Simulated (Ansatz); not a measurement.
CH$_{3}$F$_{2}$GaO, singlet, geometry from GFN2-xTB (such geometries of metal compounds can be far from the true shape); Ansatz (a first-principles code) with PBE/def2-SV(P).

Ansatz was given this input:
Ansatz 0.2 input:
```yaml
crystal:
  periodic: [false, false, false]
  atoms:
    - {symbol: Ga, position_ang: [0.18822135, 0.23789995, 0.23643992]}
    - {symbol: F, position_ang: [1.60257841, 1.20004561, 0.52125108]}
    - {symbol: F, position_ang: [-1.10614790, 0.15515003, 1.41753292]}
    - {symbol: O, position_ang: [0.03136681, -0.67862399, -1.25866292]}
    - {symbol: C, position_ang: [-1.07914153, -1.49940645, -1.60036390]}
    - {symbol: H, position_ang: [-1.51026645, -1.11409502, -2.52707621]}
    - {symbol: H, position_ang: [-0.71213751, -2.51716656, -1.75070253]}
    - {symbol: H, position_ang: [-1.85641780, -1.51496690, -0.82942810]}
basis:
  gaussian:
    orbitals: def2-SV_P_.json
hamiltonian:
  xc: pbe
```
The basis file holds def2-SV(P) in the JSON format of the Basis Set Exchange.

What the program printed (banner, timings and long lists left out):

```
Functional definition: PBE
1102 factors; their error is unknown
mean field evaluation 1: about -60905.7068 eV, gradient 7.9e1 eV
mean field evaluation 2: about -60838.8715 eV, gradient 1.9e2 eV
mean field evaluation 4: about -60916.5466 eV, gradient 1.4e1 eV
mean field evaluation 8: about -60916.8671 eV, gradient 2.6e-1 eV
mean field evaluation 16: about -60916.8107 eV, gradient 1.9e-4 eV
mean field -60916.81074749 eV, -2238.6515040729 hartree, gradient 2.7e-5 eV, S^2 0.000000; 0 other end points of the search recorded, 0 dependent functions left out
reference -60916.81078883 eV, -2238.6515055921 hartree; 33, 33 occupied and 61, 61 virtual orbitals, 1102 factors
Total energy: -60916.81078883 eV, -2238.6515055921 hartree
```
